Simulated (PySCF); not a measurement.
C₂H₆GeO₂, SMILES [O]([GeH2][OH])C=C. Atoms are numbered in the order given.

```xyz
11

C     -2.8526     0.5095    -1.0689
C     -1.7375    -0.0689    -0.6081
O     -0.8098     0.6015     0.1223
Ge     0.7578    -0.1547     0.5672
O      1.7624    -0.3279    -0.8827
H     -3.0568     1.5665    -0.8794
H     -3.5722    -0.0802    -1.6388
H     -1.5282    -1.1340    -0.8001
H      0.5237    -1.5921     1.0312
H      1.3348     0.8373     1.5774
H      1.9691     0.5215    -1.2959
```
Charge 0, spin multiplicity 1.

The structure is a stationary point at r2SCAN-D4/def2-SVP. This is a generated structure with no PubChem entry under its InChIKey; it may be hypothetical. Other conformers were not sampled.

All values below come from TDA-M06-2X/def2-SVPD (PySCF).

Vertical excitations. Isolated molecule, no solvent.

Q: Give excitation energies, oscillator strengths and character. (An estimate is asked for; the answer gives what the named calculation found.)

A: 
```csv
state,energy (eV),λ (nm),f,main pairs
S1,6.20,200,0.020,"HOMO→LUMO 51 %, HOMO→LUMO+1 26 %, HOMO→LUMO+2 14 %"
S2,6.56,189,0.062,"HOMO→LUMO+2 42 %, HOMO→LUMO 39 %, HOMO→LUMO+1 9 %"
S3,6.95,178,0.023,"HOMO→LUMO+1 45 %, HOMO→LUMO+2 22 %, HOMO→LUMO+4 14 %"
S4,7.18,173,0.061,"HOMO→LUMO+3 36 %, HOMO→LUMO+4 30 %, HOMO→LUMO+2 18 %, HOMO→LUMO+5 7 %"
S5,7.33,169,0.011,"HOMO→LUMO+5 65 %, HOMO→LUMO+6 16 %"
S6,7.34,169,0.447,"HOMO→LUMO+3 44 %, HOMO→LUMO+4 40 %"
S7,7.86,158,0.031,"HOMO→LUMO+6 60 %, HOMO→LUMO+5 11 %"
S8,7.89,157,0.011,HOMO−2→LUMO 67 %
S9,8.13,152,0.003,"HOMO−1→LUMO+3 53 %, HOMO−1→LUMO+4 12 %, HOMO−1→LUMO 11 %"
S10,8.39,148,0.010,"HOMO−1→LUMO 56 %, HOMO−3→LUMO 9 %"
T1,4.49,276,0,"HOMO→LUMO+3 65 %, HOMO→LUMO+4 19 %"
T2,6.11,203,0,"HOMO→LUMO 41 %, HOMO→LUMO+1 32 %, HOMO→LUMO+2 11 %"
T3,6.43,193,0,"HOMO→LUMO 42 %, HOMO→LUMO+2 37 %, HOMO→LUMO+1 10 %"
T4,6.90,180,0,"HOMO→LUMO+2 33 %, HOMO→LUMO+1 33 %, HOMO→LUMO+4 12 %, HOMO→LUMO+5 7 %"
```
Triplets are in the Tamm–Dancoff approximation.
